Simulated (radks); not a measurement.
Coulomb parameter of the 3d shell of the manganese ion Mn3+ in the model configuration [Ar] 3d2.5 4p1.5, as a second difference U = [E(n + 0.25) + E(n - 0.25) - 2 E(n)] / (0.25)^2 with all orbitals relaxed. "Bare": the charge of the atom changes with n. "Screened": the 4p shell takes up the change at fixed total charge, which measures U(3d,3d) + U(4p,4p) - 2 U(3d,4p). All-electron calculation, scalar-relativistic Kohn-Sham, PBE, spin-unpolarised, spherical densities, finite nucleus; Fermi nuclear charge, rms radius 3.7057 fm. Program: a radial shooting solver on a logarithmic mesh with Libxc functionals.

case,configuration,E - E(n) (eV)
start,[Ar] 3d2.5 4p1.5,0.000
bare +0.25,[Ar] 3d2.75 4p1.5,-12.835
bare -0.25,[Ar] 3d2.25 4p1.5,14.073
screened +0.25,[Ar] 3d2.75 4p1.25,-6.354
screened -0.25,[Ar] 3d2.25 4p1.75,6.740

U(bare) = 19.801 eV, U(screened by 4p) = 6.173 eV, against the Slater integral F0(3d,3d) = 26.082 eV with frozen orbitals.
